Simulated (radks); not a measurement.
Values are calculated unless marked as measured or tabulated.
Ionisation of Rh, [Kr] 4d8 5s1, to Rh+, [Kr] 4d8, under several functionals. Scalar-relativistic Kohn-Sham, spin-polarised, spherical densities, point nucleus; open shells are filled with parallel spins first (spin-orbit coupling, left out, can overturn this in heavy ions); a radial shooting solver on a logarithmic mesh with Libxc functionals.

| functional | E(Rh) (hartree) | Exc (hartree) | IE (eV) | -e(HOMO) (eV) | <r> HOMO (bohr) | IE error (eV) |
|---|---|---|---|---|---|---|
| exchange-only LDA | -4775.32520 | -129.58501 | 7.360 | 3.898 | 1.607 | -0.098 |
| Wu-Cohen GGA | -4783.48509 | -137.86587 | 7.888 | 4.822 | 3.205 | +0.429 |
| exchange-only B88 | -4782.47795 | -136.82050 | 7.381 | 4.002 | 1.607 | -0.078 |
| BP86 | -4785.12006 | -139.51285 | 8.012 | 4.924 | 3.206 | +0.553 |
| LDA (Slater exchange, Perdew-Wang correlation) | -4779.53589 | -133.86924 | 8.124 | 4.979 | 3.197 | +0.665 |
| PW91 | -4784.93419 | -139.33204 | 7.925 | 4.830 | 3.230 | +0.466 |
| LDA (Slater exchange, Perdew-Zunger correlation) | -4779.53257 | -133.86521 | 8.109 | 4.961 | 3.200 | +0.650 |
| PBE | -4784.15449 | -138.54207 | 7.852 | 4.762 | 3.239 | +0.393 |

NIST Atomic Spectra Database: 7.459 eV (measured). Closest: exchange-only B88. The Delta-SCF values span 0.76 eV, the total energies 9.79 hartree. The highest occupied level is 4d. Open shells are spherical and high-spin; term and fine-structure splittings are not resolved.
